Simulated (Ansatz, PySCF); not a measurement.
Dissociation curve of BeH (cation, charge +1), singlet.

Computed with: UMP2 = MP2 on UHF/aug-cc-pVDZ, frozen core (Ansatz, a first-principles code); RKS-B3LYP/6-311+G** = PySCF 2.14.0 with restricted B3LYP/6-311+G**, spherical d; RCCSD = CCSD on RHF/aug-cc-pVDZ, frozen core in Ansatz.

Energies are in kJ/mol, each relative to the lowest point of its own curve near equilibrium.

| R / Å | UMP2 | RKS-B3LYP/6-311+G** | RCCSD |
|---|---|---|---|
| 1.08 | 67.8 | 63.0 | 69.5 |
| 1.13 | 39.4 | 36.1 | 41.0 |
| 1.21 | 11.9 | 10.4 | 13.1 |
| 1.24 | 6.1 | 5.1 | 7.1 |
| 1.31 | (withheld) | 0.0 | 0.3 |
| 1.33 | 0.0 | (withheld) | 0.0 |
| 1.38 | (withheld) | 2.8 | (withheld) |
| 1.43 | 7.9 | 8.4 | 6.3 |
| 1.45 | 10.8 | 11.4 | 8.9 |
| 1.54 | 28.0 | 28.3 | 24.1 |
| 1.64 | 52.7 | 52.1 | 46.0 |
| 1.80 | (withheld) | 95.7 | 85.5 |
| 2.01 | 175.2 | 154.7 | 136.6 |
| 2.22 | 206.7 | 209.4 | 180.4 |
| 2.39 | 223.5 | 248.8 | 209.0 |
| 2.69 | 242.2 | 305.9 | 244.8 |
| 2.93 | 250.6 | (withheld) | 262.5 |
| 3.26 | 257.0 | 375.1 | 276.2 |
| 3.62 | 260.5 | 399.3 | 283.2 |
| 4.05 | 262.4 | 415.6 | 286.6 |
| 4.71 | 263.6 | 425.7 | 288.4 |
| 5.26 | 264.0 | 427.5 | 289.0 |

Q: Fill in the missing entries.

A: 
- 1.31, UMP2: 0.1
- 1.33, RKS-B3LYP/6-311+G**: 0.1
- 1.38, UMP2: 2.4
- 1.38, RCCSD: 1.7
- 1.80, UMP2: 121.9
- 2.93, RKS-B3LYP/6-311+G**: 340.7

The unrestricted determinant behind UMP2 is spin-contaminated at 1.80 to 5.26 Å (<S²> up to 1.0, against 0.00 for a pure singlet). The restricted form behind RKS-B3LYP/6-311+G** keeps the bonding electrons paired and can't separate into open-shell fragments. With two correlated electrons CCSD is exact in the basis where it finds the lowest root (RCCSD).
